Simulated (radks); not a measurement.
Problem. The table gives one normalised radial function P(r) = r R(r) of Cr9+ in [Ne] 3s2 3p3 (r in bohr). Method: scalar-relativistic Kohn-Sham, LDA (Slater exchange, Perdew-Wang correlation), spin-polarised, spherical densities, finite nucleus; open shells are filled with parallel spins first; Fermi nuclear charge, rms radius 3.6452 fm; computed with a radial shooting solver on a logarithmic mesh with Libxc functionals.

r,P
0.002097,0.0021
0.002624,0.0032
0.003309,0.0050
0.00414,0.0076
0.005221,0.0118
0.006531,0.0179
0.008171,0.0272
0.01031,0.0418
0.01289,0.0630
0.01613,0.0943
0.02034,0.1419
0.02545,0.2081
0.03209,0.3050
0.04015,0.4333
0.05023,0.6024
0.06335,0.8238
0.07925,1.0777
0.09915,1.3538
0.125,1.6276
0.1564,1.8290
0.1973,1.9110
0.2468,1.8225
0.3088,1.5624
0.3894,1.1622
0.4872,0.7440
0.6144,0.3824
0.7686,0.1576
0.9616,0.0482
1.213,0.0095
1.517,0.0012
1.898,0.0001
2.394,0.0000

Which n and l does it have? It may be an empty orbital.

Solution. n = 2, l = 1: the number of nodes gives n - l - 1 = 0, the rise at small r (about r^(l+1)) gives l, and the extent must fit the shell. The curve is that of 2p up; the table hardly tells the two spins apart. 2p up: eigenvalue -778.01 eV, 0 radial nodes, <r> = 0.259 bohr, 90 % of the charge inside 0.424 bohr.
